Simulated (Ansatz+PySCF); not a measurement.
Results of a calculation; reference values are marked as such.
## Ansatz (development build ahead of 0.2.0) run

```yaml
crystal:
  periodic: [false, false, false]
  atoms:
    - { symbol: F, position_ang: [0.0, 0.0, 0.0] }
basis:
  gaussian: { orbitals: def2-SVP }
magnetization:
  spin_polarized: true
  initial_magnetization: 1
hamiltonian:
  xc: hf
correlation:
  method: mp2
  frozen_orbitals: { F: 1 }
scf:
  omitted_lower_state_checks: [stability, starts, atomic_configurations, cluster_reference, orbital_swaps, given_window_search, neighbouring_geometries, increment]
```

The input is written out in the form of the current development build from the run's settings.

Results

```json
{
 "Converged": "yes",
 "Reference energy": "-99.28405 hartree",
 "Correlation energy": "-0.13838 hartree",
 "Total energy": "-99.42243 hartree",
 "Spin squared of the determinant": "0.752",
 "Occupied orbitals by symmetry in an Abelian subgroup (alpha; beta)": "2 Ag 1 B1u 1 B2u 1 B3u; 2 Ag 1 B1u 1 B3u"
}
```
